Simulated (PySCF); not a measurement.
CH8FN3Si, SMILES N[Si](CF)(N)N. Coordinates come from a PBE-D3(BJ)/def2-SVP optimisation. This is a generated structure with no PubChem entry under its InChIKey; it may be hypothetical. One conformer was computed; it need not be the lowest.

Computed equilibrium geometry at PBE-D3(BJ)/def2-SVP (PySCF confirms it by a frequency run) as Cartesian coordinates in Å (one conformer of several):
```xyz
14

N     -1.8582     0.0656     0.5395
Si    -0.1885    -0.3171     0.2162
N     -0.0525    -1.1032    -1.3297
N      0.3092    -1.1562     1.6605
C      1.0617     1.1193     0.0233
F      0.9517     1.6740    -1.2665
H     -2.1136     0.5015     1.4291
H     -2.4182     0.4498    -0.2244
H      0.2881    -0.5088    -2.0911
H     -0.7686    -1.7540    -1.6587
H     -0.3370    -1.8553     2.0375
H      1.2672    -1.5128     1.7067
H      2.1122     0.7719     0.1661
H      0.8842     1.9223     0.7744
```
Charge 0, spin multiplicity 1.
